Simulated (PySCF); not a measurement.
Electron correlation in Cd⁺ (cadmium, charge +1)

[Kr] 4d9 5s1 6s1, high-spin 4D determinant (an excited configuration). Computed with PySCF 2.14 in aug-cc-pVDZ-PP with ECP28MDF (5s5p4d2f, 54 functions), with a scalar-relativistic core potential. Frozen: 4s2 4p6; 11 electrons correlated.

```csv
level,correlation energy (mhartree)
CCSD,-260.87
(T),-3.70
CCSD(T),-264.57
```

Diagnostics: T1 = 0.0065, D1 = 0.0270, largest double amplitude 0.046.

The outer electron is Rydberg-like, and this basis confines it to a smaller radius and binds it less than a complete one would.

Cost of the coupled-cluster step: about 6 core-seconds, for 11 correlated electrons.

Iterations:

```
CC2 = 0
CCSD nocc = (np.int64(7), np.int64(4)), nmo = (50, 50)
frozen orbitals [[0, 1, 2, 3], [0, 1, 2, 3]]
max_cycle = 100
direct = 0
conv_tol = 1e-08
conv_tol_normt = 1e-06
diis_space = 8
diis_start_cycle = 0
Init t2, MP2 energy = -0.267872495300216
Init E_corr(UCCSD) = -0.267872495300269
cycle = 1  E_corr(UCCSD) = -0.258221616839029  dE = 0.00965087846  norm(t1,t2) = 0.0346243
cycle = 2  E_corr(UCCSD) = -0.260424448637762  dE = -0.0022028318  norm(t1,t2) = 0.0109444
cycle = 3  E_corr(UCCSD) = -0.260790843985595  dE = -0.000366395348  norm(t1,t2) = 0.00505317
cycle = 4  E_corr(UCCSD) = -0.260885362597975  dE = -9.45186124e-05  norm(t1,t2) = 0.00106632
cycle = 5  E_corr(UCCSD) = -0.260863075939027  dE = 2.22866589e-05  norm(t1,t2) = 0.000545489
cycle = 6  E_corr(UCCSD) = -0.260862461780445  dE = 6.14158582e-07  norm(t1,t2) = 0.000330338
cycle = 7  E_corr(UCCSD) = -0.260868162329517  dE = -5.70054907e-06  norm(t1,t2) = 0.000182468
cycle = 8  E_corr(UCCSD) = -0.260865113526879  dE = 3.04880264e-06  norm(t1,t2) = 6.20034e-05
cycle = 9  E_corr(UCCSD) = -0.260865249841382  dE = -1.36314503e-07  norm(t1,t2) = 2.76921e-05
cycle = 10  E_corr(UCCSD) = -0.260865596559969  dE = -3.46718587e-07  norm(t1,t2) = 1.83206e-05
cycle = 11  E_corr(UCCSD) = -0.260865327960591  dE = 2.68599378e-07  norm(t1,t2) = 1.30773e-05
cycle = 12  E_corr(UCCSD) = -0.260865485242428  dE = -1.57281837e-07  norm(t1,t2) = 4.11661e-06
cycle = 13  E_corr(UCCSD) = -0.260865451033844  dE = 3.42085849e-08  norm(t1,t2) = 1.05192e-06
cycle = 14  E_corr(UCCSD) = -0.26086545511003  dE = -4.07618644e-09  norm(t1,t2) = 4.20413e-07
UCCSD converged
E(UCCSD) = -166.1141071371916  E_corr = -0.26086545511003
UCCSD(T) correction = -0.00370153384580808
```
